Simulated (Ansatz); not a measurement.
`C[Si](C)(C)[Si](C)(C)[Si](C)(C)C`. The state is a triplet with charge 0. Geometry PBE-D4/def2-SVP, that of the neutral singlet; atoms count from 1.

Cartesian coordinates in Å:
```
C -2.6276 1.0199 0.3254
Si -1.8175 -0.7014 0.3439
C -2.1801 -1.5861 -1.3004
C -2.5611 -1.7205 1.7691
Si 0.5122 -0.5161 0.6539
C 0.8670 0.0211 2.4540
C 1.3156 -2.2207 0.3314
Si 1.4487 1.0730 -0.8142
C 0.8501 0.7716 -2.5948
C 3.3459 0.9295 -0.7662
C 0.9498 2.8260 -0.2702
H -3.7331 0.9385 0.2562
H -2.2771 1.6179 -0.5408
H -2.3865 1.5877 1.2476
H -3.2735 -1.6946 -1.4619
H -1.7341 -2.6020 -1.3099
H -1.7613 -1.0264 -2.1615
H -2.1094 -2.7330 1.8140
H -2.3851 -1.2281 2.7477
H -3.6576 -1.8431 1.6420
H 0.3996 1.0034 2.6713
H 0.4617 -0.7165 3.1777
H 1.9576 0.1156 2.6378
H 0.9010 -2.9953 1.0098
H 1.1337 -2.5507 -0.7120
H 2.4134 -2.1808 0.4896
H 1.3454 1.4679 -3.3042
H 1.0736 -0.2639 -2.9243
H -0.2456 0.9242 -2.6799
H 3.7331 1.0971 0.2601
H 3.8197 1.6794 -1.4346
H 3.6798 -0.0767 -1.0933
H -0.1517 2.9550 -0.2827
H 1.3917 3.5924 -0.9415
H 1.3018 3.0356 0.7609
```

Single mean-field runs in def2-TZVP are fitted with def2-universal-jkfit. At PBE0-D4/def2-TZVP a singlet of charge 0 lies 5.11 eV below the triplet at the same geometry.

Q: Estimate the Mulliken populations of the heavy atoms from the PBE0/def2-TZVP orbitals of Ansatz.

A: 
| atom | charge (e) | spin (α − β) |
| --- | --- | --- |
| C1 | -0.45 | -0.02 |
| Si2 | 0.13 | 0.53 |
| C3 | -0.46 | -0.01 |
| C4 | -0.40 | 0.01 |
| Si5 | 0.03 | 0.77 |
| C6 | -0.42 | -0.06 |
| C7 | -0.42 | -0.06 |
| Si8 | 0.13 | 0.53 |
| C9 | -0.45 | -0.02 |
| C10 | -0.40 | 0.01 |
| C11 | -0.46 | -0.01 |
Mulliken values depend strongly on the basis.

Q: Where does the spin sit?

A: Summed by element: C -0.15, Si 1.82, H 0.33, of 2 unpaired in all. Largest on single atoms: Si5 0.77, Si2 0.53, Si8 0.53.

Q: And the Mayer bond orders between heavy atoms (over 0.3)?

A: C1–Si2 0.95 (1.90 Å); Si2–C3 0.97 (1.90 Å); Si2–C4 0.86 (1.90 Å); Si2–Si5 1.03 (2.36 Å); Si5–C6 0.85 (1.91 Å); Si5–C7 0.85 (1.91 Å); Si5–Si8 1.03 (2.36 Å); Si8–C9 0.95 (1.90 Å); Si8–C10 0.86 (1.90 Å); Si8–C11 0.97 (1.90 Å).
